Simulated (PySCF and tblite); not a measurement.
Molecule: C₅H₁₀FN, numbered as in [CH3:1][N:2]1[CH2:3][CH2:4][C@H:5]([F:6])[CH2:7]1; H are named by their carrier, a and b as at the first point (Å):

```
C1       2.033   -0.048   -0.094
N2       0.753    0.113    0.554
C3      -0.078   -1.093    0.583
C4      -1.323   -0.793   -0.251
C5      -1.482    0.708   -0.034
F6      -2.191    1.304   -1.052
C7      -0.037    1.207    0.001
H1a      2.586    0.887   -0.012
H1b      2.596   -0.825    0.421
H1c      1.952   -0.313   -1.161
H3a     -0.361   -1.287    1.625
H3b      0.470   -1.960    0.210
H4a     -2.193   -1.367    0.059
H4b     -1.138   -0.973   -1.311
H5      -2.023    0.935    0.891
H7a      0.266    1.453   -1.027
H7b      0.081    2.102    0.617
```

The ring 2–3–4–5–7 is held at Altona–Sundaralingam phase angles P (ν_j = ν_max cos(P + 144°(j − 2)), ν_j about the bond from ring atom j to j + 1, counted from 0) and the rest relaxed at GFN2-xTB. Energies: PBE0/pcSseg-1 + D3(BJ). Couplings: B3LYP/6-31G* with H pcJ-1 F pcJ-1, gas phase, for ¹H, ¹⁹F. (tblite 0.8, PySCF 2.14.)

Question: How do the most sensitive couplings change along the phase angle P?

Answer: 
```
phase angle P °  ³J(F6,H7b)  ³J(F6,H4a)  ³J(F6,H7a)  ³J(F6,H4b)  ³J(H3a,H4b)  ³J(H3b,H4a)  ³J(H4b,H5)  ³J(H5,H7a)  ³J(H3b,H4b)
              0         0.7        -1.4        22.3        20.4         13.3          0.2         9.5         7.8         10.2
             72        -0.1         7.4        19.7        33.5          2.3          7.2         4.5         7.5         12.3
            144        36.7        36.4        40.4        19.3          0.2         12.5         0.2         0.0          5.7
            216        42.3        37.1        18.6        25.4          2.7          7.2        -0.1         0.0         11.0
            288        31.4         8.2        26.2        37.0         12.7          0.2         4.2         0.5          8.6
```
Values in Hz. Computed couplings to fluorine can be off by tens of per cent at such levels.

Question: Set ³J(H3a,H4b) against its H–C–C–H torsion.

Answer: -159°: 12.7 Hz, -158°: 13.3 Hz, -111°: 2.3 Hz, -110°: 2.7 Hz, -81°: 0.2 Hz.

Question: With the energies 4.23, 0.79, 0.36, 3.43, 3.36 kcal/mol at these points, what are the Boltzmann averages at 298 K?

Answer: ³J(F6,H7b) 24.8, ³J(F6,H4a) 27.0, ³J(F6,H7a) 33.6, ³J(F6,H4b) 24.0, ³J(H3a,H4b) 0.9, ³J(H3b,H4a) 10.7, ³J(H4b,H5) 1.6, ³J(H5,H7a) 2.4, ³J(H3b,H4b) 7.9 Hz, over these points alone; points not sampled, such as mirror images that interchange a and b, would even out couplings that symmetry makes equal.
